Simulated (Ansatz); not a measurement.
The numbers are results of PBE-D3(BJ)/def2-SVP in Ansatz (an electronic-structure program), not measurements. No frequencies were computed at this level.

Ansatz 0.2 input:
```yaml
crystal:
  periodic: [false, false, false]
  atoms:
    - { symbol: B, position_ang: [0.019711, -0.006414, -0.026731] }
    - { symbol: F, position_ang: [-0.607424, 0.567623, -1.085035] }
    - { symbol: F, position_ang: [1.21635, 0.566869, 0.260019] }
    - { symbol: F, position_ang: [0.083066, -1.35967, -0.113393] }
    - { symbol: C, position_ang: [-1.086852, 1.7657, 1.471706] }
    - { symbol: N, position_ang: [-0.96725, 0.314746, 1.31168] }
    - { symbol: C, position_ang: [-0.352696, -0.275589, 2.502902] }
    - { symbol: C, position_ang: [-2.286097, -0.277775, 1.077712] }
    - { symbol: H, position_ang: [-1.714875, 2.00573, 2.33149] }
    - { symbol: H, position_ang: [-1.520895, 2.190106, 0.568804] }
    - { symbol: H, position_ang: [-0.095617, 2.192726, 1.609176] }
    - { symbol: H, position_ang: [-0.239488, -1.347206, 2.352514] }
    - { symbol: H, position_ang: [-0.969168, -0.089413, 3.384127] }
    - { symbol: H, position_ang: [0.635287, 0.156795, 2.646705] }
    - { symbol: H, position_ang: [-2.948722, -0.083397, 1.922936] }
    - { symbol: H, position_ang: [-2.712221, 0.146089, 0.170764] }
    - { symbol: H, position_ang: [-2.175554, -1.35079, 0.93571] }
basis:
  gaussian: { orbitals: def2-svp }
hamiltonian:
  xc: pbe
  dispersion: d3bj
relax:
  max_steps: 150
```

Output:

```
Functional definition: PBE
1766 factors; their error is unknown
mean field evaluation 1: about -13543.7584 eV, gradient 7.2e1 eV
mean field evaluation 2: about -13533.2554 eV, gradient 1.0e2 eV
mean field evaluation 4: about -13554.8593 eV, gradient 4.7e0 eV
mean field evaluation 8: about -13554.7933 eV, gradient 4.3e-1 eV
mean field evaluation 16: about -13554.7937 eV, gradient 1.1e-4 eV
mean field -13554.79371414 eV, -498.1294812255 hartree, gradient 3.5e-5 eV, S^2 0.000000; 0 other end points of the search recorded, 0 dependent functions left out
reference -13554.79375177 eV, -498.1294826082 hartree; 33, 33 occupied and 124, 124 virtual orbitals, 1766 factors
relax step   1: F+E_penalty+E_count = -13555.20275898 eV  Δ(F+E_penalty+E_count) = +0.000e0 eV  max|allowed force component| = 1.160e0 eV/Å  Δτ_max = 0.0000 Å  (28 SCF iters, accepted)
these checks for a lower state are left out or cut short: starts, cluster_reference, orbital_swaps, neighbouring_geometries, increment
1766 factors; their error is unknown
mean field -13554.89527077 eV, -498.1332133630 hartree, gradient 8.7e-6 eV, S^2 0.000000; 0 other end points of the search recorded, 0 dependent functions left out
reference -13554.89530849 eV, -498.1332147490 hartree; 33, 33 occupied and 124, 124 virtual orbitals, 1766 factors
relax step   2: F+E_penalty+E_count = -13555.30219088 eV  Δ(F+E_penalty+E_count) = -9.943e-2 eV  max|allowed force component| = 4.567e-1 eV/Å  Δτ_max = 0.0267 Å  (31 SCF iters, accepted)
these checks for a lower state are left out or cut short: starts, cluster_reference, orbital_swaps, neighbouring_geometries, increment
1766 factors; their error is unknown
mean field evaluation 32: about -13554.9118 eV, gradient 9.0e-6 eV
mean field -13554.91176727 eV, -498.1338195981 hartree, gradient 9.0e-6 eV, S^2 0.000000; 0 other end points of the search recorded, 0 dependent functions left out
reference -13554.91180504 eV, -498.1338209861 hartree; 33, 33 occupied and 124, 124 virtual orbitals, 1766 factors
relax step   3: F+E_penalty+E_count = -13555.31663197 eV  Δ(F+E_penalty+E_count) = -1.444e-2 eV  max|allowed force component| = 6.397e-2 eV/Å  Δτ_max = 0.0166 Å  (31 SCF iters, accepted)
these checks for a lower state are left out or cut short: starts, cluster_reference, orbital_swaps, neighbouring_geometries, increment
1766 factors; their error is unknown
mean field -13554.91195293 eV, -498.1338264210 hartree, gradient 9.0e-6 eV, S^2 0.000000; 0 other end points of the search recorded, 0 dependent functions left out
reference -13554.91199069 eV, -498.1338278086 hartree; 33, 33 occupied and 124, 124 virtual orbitals, 1766 factors
relax step   4: F+E_penalty+E_count = -13555.31703297 eV  Δ(F+E_penalty+E_count) = -4.010e-4 eV  max|allowed force component| = 4.635e-2 eV/Å  Δτ_max = 0.0061 Å  (32 SCF iters, accepted)
these checks for a lower state are left out or cut short: starts, cluster_reference, orbital_swaps, neighbouring_geometries, increment
1766 factors; their error is unknown
mean field -13554.91198906 eV, -498.1338277485 hartree, gradient 9.0e-6 eV, S^2 0.000000; 0 other end points of the search recorded, 0 dependent functions left out
reference -13554.91202682 eV, -498.1338291361 hartree; 33, 33 occupied and 124, 124 virtual orbitals, 1766 factors
relax step   5: F+E_penalty+E_count = -13555.31713680 eV  Δ(F+E_penalty+E_count) = -1.038e-4 eV  max|allowed force component| = 2.598e-2 eV/Å  Δτ_max = 0.0013 Å  (32 SCF iters, accepted)
these checks for a lower state are left out or cut short: starts, cluster_reference, orbital_swaps, neighbouring_geometries, increment
1766 factors; their error is unknown
mean field -13554.91193533 eV, -498.1338257741 hartree, gradient 9.0e-6 eV, S^2 0.000000; 0 other end points of the search recorded, 0 dependent functions left out
reference -13554.91197309 eV, -498.1338271617 hartree; 33, 33 occupied and 124, 124 virtual orbitals, 1766 factors
relax step   6: F+E_penalty+E_count = -13555.31717868 eV  Δ(F+E_penalty+E_count) = -4.188e-5 eV  max|allowed force component| = 9.241e-4 eV/Å  Δτ_max = 0.0020 Å  (32 SCF iters, accepted)
1766 factors; their error is unknown
mean field evaluation 64: about -13554.9802 eV, gradient 4.5e0 eV
mean field -13554.91193533 eV, -498.1338257741 hartree, gradient 9.0e-6 eV, S^2 0.000000; 1 other end points of the search recorded, 0 dependent functions left out
reference -13554.91197309 eV, -498.1338271617 hartree; 33, 33 occupied and 124, 124 virtual orbitals, 1766 factors
Total energy: -13555.31721644 eV, -498.1487195802 hartree
Atom 0 at     0.020409    -0.006648    -0.027663 Å, force    -0.000395     0.000126     0.000536 eV/Å
Atom 1 at    -0.632760     0.583072    -1.095357 Å, force    -0.000272     0.000102    -0.000568 eV/Å
Atom 2 at     1.232963     0.584419     0.280161 Å, force     0.000538     0.000347    -0.000028 eV/Å
Atom 3 at     0.075100    -1.387266    -0.100532 Å, force     0.000208    -0.000599    -0.000046 eV/Å
Atom 4 at    -1.085984     1.787841     1.470028 Å, force     0.000250    -0.000705    -0.000146 eV/Å
Atom 5 at    -0.971290     0.316064     1.317163 Å, force    -0.000680     0.000217     0.000924 eV/Å
Atom 6 at    -0.339799    -0.285733     2.517907 Å, force    -0.000235     0.000143    -0.000716 eV/Å
Atom 7 at    -2.304030    -0.288409     1.070040 Å, force     0.000683     0.000335    -0.000081 eV/Å
Atom 8 at    -1.726556     2.039732     2.339789 Å, force     0.000131     0.000096    -0.000319 eV/Å
Atom 9 at    -1.517974     2.202828     0.542280 Å, force     0.000260     0.000287     0.000236 eV/Å
Atom 10 at    -0.072528     2.204904     1.606208 Å, force    -0.000363     0.000292     0.000009 eV/Å
Atom 11 at    -0.230544    -1.371448     2.348057 Å, force     0.000138     0.000176     0.000408 eV/Å
Atom 12 at    -0.958767    -0.096860     3.418714 Å, force     0.000326    -0.000068    -0.000134 eV/Å
Atom 13 at     0.664610     0.155954     2.642886 Å, force    -0.000053    -0.000415     0.000173 eV/Å
Atom 14 at    -2.982032    -0.098756     1.927135 Å, force     0.000085    -0.000203    -0.000281 eV/Å
Atom 15 at    -2.720912     0.150683     0.146477 Å, force    -0.000254    -0.000311     0.000230 eV/Å
Atom 16 at    -2.172354    -1.374247     0.917793 Å, force    -0.000369     0.000180    -0.000197 eV/Å
Dipole moment:    -0.697144     0.226859     0.945385 e Å
```

Cost: around 50 core-seconds (rough).
